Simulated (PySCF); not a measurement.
# Al(OH)₃ + 3 HF → AlF₃ + 3 H₂O

Level: PBE0 in the def2-TZVP basis family, all electrons, no relativity, computed in PySCF with density fitting; open shells unrestricted.

```tsv
species	state and structure	E (Eh)	ZPE (kJ/mol)	H(298 K) − H(0) (kJ/mol)	S° (J/(mol K))
Al(OH)₃	singlet, C3h, Al–O 1.689 Å (×3), O–H 0.956 Å (×3); Al–O–H 122.4° (×3), O–Al–O 120.0° (×3)	-469.83840	108.8	18.3	304.1
HF	singlet, C∞v, H–F 0.920 Å	-100.39188	24.9	8.7	173.6
AlF₃	singlet, D3h, Al–F 1.629 Å (×3)	-541.93207	20.3	14.2	277.8
H₂O	singlet, C2v, O–H 0.960 Å (×2); H–O–H 105.1°	-76.37736	56.5	9.9	188.7
```

What is the electronic reaction energy?

At PBE0/def2-TZVP, ΔE = -131.6 kJ/mol from the differences of the total energies times 2625.5, downhill. 

Add zero-point, thermal and entropy terms for 298.15 K and 1 bar.

ΔZPE = 6.3 and Δ[H(298) − H(0)] = -0.5 kJ/mol give ΔH° = -125.8 kJ/mol. ΔS° = 19.0 J/(mol K), so ΔG° = -125.8 − 298.15 × (0.0190) = -131 kJ/mol and log₁₀K = 23.0.

Only the bonding shown was studied: isomers, or loss of a ligand pair, can lie lower.
